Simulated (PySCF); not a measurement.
**Electron correlation in Ar⁺ (argon, charge +1)**

[Ne] 3s2 3p5, 2P determinant. Computed with PySCF 2.14 in def2-QZVPPD, with the non-relativistic Hamiltonian (point nucleus). Frozen: 1s2; 15 electrons correlated.

| level | correlation energy (mhartree) |
| --- | --- |
| CCSD | -388.14 |
| (T) | -8.16 |
| CCSD(T) | -396.30 |

Diagnostics: T1 = 0.0052, D1 = 0.0239, largest double amplitude 0.038.

Problem. Is a single reference adequate?

Solution. Yes: T1 lies below 0.03 and no double amplitude reaches 0.07.

This basis was not built for core-valence correlation, so the inner-shell part is incomplete.
